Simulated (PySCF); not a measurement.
Job file and geometry (Å, from GFN2-xTB) of an NMR shielding run on SMILES CC(C)(C)[P@](C)(=O)CP, C₆H₁₆OP₂, PySCF, GIAO PBE0/pcSseg-1 NMR shielding, non-relativistic, gas phase; density fitting, a coarse starting grid and PySCF grid level 2 are the driver's defaults:

```
$ OMP_NUM_THREADS=1 python probes_run.py task.json out

{"job": {"kind": "nmr", "xc": "PBE0", "basis": "pcSseg-1"}, "charge": 0, "multiplicity": 1}
C     -1.345198     1.317653     1.179925
C     -1.054408     0.001837     0.465852
C     -1.740553    -0.044603    -0.892312
C     -1.493061    -1.169284     1.339989
P      0.806521    -0.121005     0.353137
C      1.215801    -1.748653    -0.387416
O      1.462506     0.080341     1.649856
C      1.330780     1.099882    -0.938016
P      3.113825     1.599564    -0.769814
H     -2.404318     1.398249     1.420308
H     -0.772094     1.367436     2.104259
H     -1.071264     2.169910     0.559576
H     -1.504727    -0.964582    -1.423327
H     -2.820767    -0.001888    -0.756233
H     -1.444911     0.799282    -1.512082
H     -2.534019    -1.054705     1.639712
H     -0.877553    -1.206439     2.238114
H     -1.393535    -2.113819     0.807712
H      2.280973    -1.743636    -0.616043
H      1.032574    -2.511797     0.366060
H      0.651715    -1.963336    -1.289091
H      1.161947     0.694362    -1.938016
H      0.735198     2.012103    -0.840153
H      3.609421     0.308511    -0.575502
H      3.044214     1.818763     0.601333
```

Task: What does the program print?

Result: 
```
coarse grid: 20776 points
cycle   1  E = -995.2682683901  dE =  1.022e+00  |g| = 9.738e-01  |ddm| = 4.375e+00
cycle   2  E = -994.7325009560  dE =  5.358e-01  |g| = 1.880e+00  |ddm| = 3.850e+00
cycle   3  E = -995.4454446232  dE = -7.129e-01  |g| = 2.698e-01  |ddm| = 3.186e+00
cycle   4  E = -995.4615111509  dE = -1.607e-02  |g| = 7.620e-02  |ddm| = 3.298e-01
cycle   5  E = -995.4628992770  dE = -1.388e-03  |g| = 1.702e-02  |ddm| = 8.702e-02
cycle   6  E = -995.4629685976  dE = -6.932e-05  |g| = 4.921e-03  |ddm| = 2.356e-02
cycle   7  E = -995.4629741198  dE = -5.522e-06  |g| = 9.777e-04  |ddm| = 5.500e-03
final grid: 188264 points
cycle   8  E = -995.5307841645  dE = -7.645e-05  |g| = 1.295e-02  |ddm| = 5.293e-02
cycle   9  E = -995.5307394442  dE =  4.472e-05  |g| = 1.950e-02  |ddm| = 2.943e-02
cycle  10  E = -995.5308209342  dE = -8.149e-05  |g| = 3.544e-03  |ddm| = 2.119e-02
cycle  11  E = -995.5308233640  dE = -2.430e-06  |g| = 2.526e-04  |ddm| = 3.691e-03
cycle  12  E = -995.5308233768  dE = -1.284e-08  |g| = 1.174e-04  |ddm| = 5.378e-04
cycle  13  E = -995.5308233801  dE = -3.232e-09  |g| = 4.180e-05  |ddm| = 1.813e-04
cycle  14  E = -995.5308233805  dE = -4.065e-10  |g| = 6.298e-06  |ddm| = 4.523e-05
converged SCF energy = -995.5308233805

GIAO shielding tensors (ppm)
atom      isotropic    diamagn.    paramagn.     s11        s22        s33       span
  0 C      163.636     249.825     -86.189    147.549    156.333    187.024     39.475
  1 C      150.302     255.016    -104.714    139.702    148.136    163.067     23.365
  2 C      161.123     250.495     -89.372    145.544    151.686    186.138     40.595
  3 C      161.754     249.987     -88.233    144.587    153.959    186.717     42.130
  4 P      294.336     968.468    -674.131    216.705    234.376    431.929    215.224
  5 C      176.881     258.807     -81.927    156.523    178.527    195.591     39.068
  6 O      248.723     397.214    -148.492    118.841    307.219    320.108    201.267
  7 C      173.590     262.908     -89.318    163.632    170.501    186.638     23.006
  8 P      529.448     964.791    -435.343    475.972    539.787    572.586     96.614
  9 H       31.020      32.110      -1.089     26.777     28.515     37.769     10.992
 10 H       29.808      32.419      -2.610     24.997     29.020     35.408     10.410
 11 H       30.908      33.205      -2.296     25.725     30.282     36.718     10.994
 12 H       30.917      33.747      -2.830     26.569     29.558     36.625     10.057
 13 H       30.655      32.419      -1.764     26.655     27.902     37.409     10.754
 14 H       30.801      33.803      -3.002     26.028     30.256     36.119     10.091
 15 H       30.842      31.955      -1.113     26.487     28.421     37.618     11.132
 16 H       29.685      32.185      -2.501     24.942     28.803     35.308     10.366
 17 H       30.769      33.006      -2.236     26.019     29.554     36.734     10.715
 18 H       30.102      31.848      -1.746     24.838     29.936     35.531     10.693
 19 H       30.544      32.386      -1.841     25.894     29.134     36.605     10.711
 20 H       31.009      34.228      -3.219     26.273     29.451     37.303     11.030
 21 H       30.778      34.871      -4.093     25.164     30.778     36.393     11.229
 22 H       30.244      35.173      -4.929     23.563     31.306     35.863     12.300
 23 H       29.197      29.913      -0.717     23.451     29.078     35.060     11.609
 24 H       28.273      29.663      -1.390     22.444     28.492     33.883     11.439
```

Task: Turn these shieldings into chemical shifts. Referencing at the same level of theory: ¹³C (186.93 ppm), ¹H (31.72 ppm) against TMS; ³¹P (318.38 ppm) against H3PO4; ¹⁷O (336.08 ppm) vs H2O.

Result: Averaging equivalent atoms: C 1: 36.6; C 0/2/3: 24.8; C 7: 13.3; C 5: 10.0; P 4: 24.0; P 8: -211.1; O 6: 87.4; H 23/24: 2.98; H 22: 1.47; H 18/19/20: 1.17; H 9/10/11/12/13/14/15/16/17: 1.12; H 21: 0.94 ppm. Experimental scales use liquid or dissolved standards, which lie at an offset from isolated H2O (liquid H2O: subtract about 36 ppm) and H3PO4.

Size and cost of the density-fitted run: 247 basis functions, 79 s wall time on 1 thread of an Arm Neoverse V1, shared host; peak memory 1.1 GiB.
